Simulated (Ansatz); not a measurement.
Program: Ansatz. Geometries: PBE0-D4/def2-TZVP. ΔE: electronic, gas phase. CCSD(T)/CBS is the MP2 limit (def2-TZVPP, def2-QZVPP) plus CCSD(T) − MP2 in def2-TZVPP, frozen cores. This one scheme is used for every species. Double bonds are as drawn, so ΔE can hold a change between cis and trans. DFT in def2-TZVPP. Each species was taken in one conformer, which may not be the lowest.

Reaction (silylene formation by 1,1-elimination): `F[SiH2]/C=C/[SiH3]` → `F/C=C/[SiH3]` + `[SiH2]`

`F[SiH2]/C=C/[SiH3]`:

Cartesian coordinates in Å:
```
F -2.854 -0.294 0.002
Si -1.816 -0.919 1.050
C -0.110 -0.397 0.552
C 0.134 0.373 -0.514
Si 1.843 0.910 -1.033
H -2.167 -0.414 2.401
H -1.965 -2.395 1.018
H 0.731 -0.737 1.159
H -0.716 0.706 -1.113
H 2.144 0.431 -2.409
H 2.831 0.341 -0.079
H 1.945 2.394 -1.033
```

`F/C=C/[SiH3]`:

```xyz
9

F     0.710    2.320    1.257
C     0.359    1.065    0.967
C     0.146    0.649   -0.269
Si   -0.340   -1.104   -0.618
H     0.278    0.460    1.865
H     0.266    1.373   -1.072
H    -1.659   -1.161   -1.301
H     0.660   -1.764   -1.499
H    -0.421   -1.839    0.671
```

`[SiH2]`:

Cartesian coordinates in Å:
```
Si -0.275 -0.401 -0.520
H -0.867 0.485 0.572
H 1.142 -0.084 -0.052
```

Problem. Is it downhill or uphill in electronic energy at CCSD(T)/CBS, and by how much? (Estimate.)

Solution. Ansatz gave: Uphill: ΔE = +436.4 kJ/mol.

Problem. What do these levels give: r2SCAN-D4, PBE0-D4, PBE, BLYP, r2SCANh, CAM-B3LYP? (Best estimate.)

Solution. The calculation gave: r2SCAN-D4 442.2, PBE0-D4 428.8, PBE 405.2, BLYP 388.8, r2SCANh 442.0, CAM-B3LYP 421.6 kJ/mol.

Problem. What do rigid-rotor, harmonic-oscillator terms from PBE0-D4/def2-TZVP frequencies (298.15 K, 1 bar) make of the CCSD(T)/CBS value? (Estimate.)

Solution. Ansatz gave: ΔZPE = -16.1 kJ/mol, ΔH = +424.4 kJ/mol, ΔS = 151 J/(mol·K), ΔG = +379.2 kJ/mol.

Largest T1 diagnostic among the species: 0.014.

The D4 term adds +13.6 kJ/mol with B3LYP and +7.4 kJ/mol with PBE0; it sums over pairs of atoms, weighted by their polarisabilities, and B3LYP, whose exchange is more repulsive, gets the larger term. In def2-TZVPP, CCSD(T) changes the Hartree–Fock value by +6.6 kJ/mol (the triples alone add +2.5 kJ/mol) and MP2 by +35.0 kJ/mol.

B3LYP here is the variant with VWN-RPA as its local correlation; programs differ in this.
